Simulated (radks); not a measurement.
Problem. The mean radii <r> (bohr) of the occupied orbitals of an atom or ion are listed with their occupations. Calculated with a radial shooting solver on a logarithmic mesh with Libxc functionals: scalar-relativistic Kohn-Sham, PBEsol, spin-polarised, spherical densities, point nucleus.

orbital  occ.      <r>
1s up       1  0.02037
1s down     1  0.02037
2s up       1  0.08633
2s down     1  0.08633
2p up       3  0.07656
2p down     3  0.07656
3s up       1   0.2217
3s down     1   0.2216
3p up       3   0.2198
3p down     3   0.2197
3d up       5   0.1981
3d down     5   0.1980
4p up       1   0.4535
5p up       2   0.7669

Name the element and its charge. Open shells, if any, are filled with parallel spins first.

Solution. Z = 68, erbium, charge +37: Er37+ in [Ar] 3d10 4p1 5p2. The 1s radius gives Z: for a bare nucleus <r> = (2 gamma + 1)/(2Z) with gamma = sqrt(1 - (Z/c)^2), 0.02012 bohr for Z = 68, and screening makes it slightly larger (0.02037 here). The occupations add up to 31, and the charge is Z minus that.
